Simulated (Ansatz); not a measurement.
Cartesian coordinates (Å):
SMILES: [SiH2](B)O
```xyz
8

B      1.4898    -0.1258    -0.0534
Si    -0.4604     0.3100     0.0012
O     -1.3740    -1.0645     0.1147
H      1.9232    -1.2379    -0.0057
H      2.2747     0.7742    -0.1379
H     -0.8230     1.0886    -1.2248
H     -0.7250     1.2203     1.1598
H     -2.3256    -0.9606     0.1475
```
Charge 0, spin multiplicity 1.

Method: Ansatz (a program for electronic structure) with frozen-core CCSD(T)/def2-TZVPP // PBE0-D4/def2-TZVP.

The HF energy is -391.45306 Ha and the MP2 correlation energy is -0.46613 Ha.

Q: Estimate the CCSD correlation energy, the (T) correction, the total energy and the T1 diagnostic.

A: 
```yaml
CCSD correlation energy: -0.50444 Ha
"(T) correction": -0.01605 Ha
CCSD(T) total energy: -391.97355 Ha
T1 diagnostic: 0.011
```
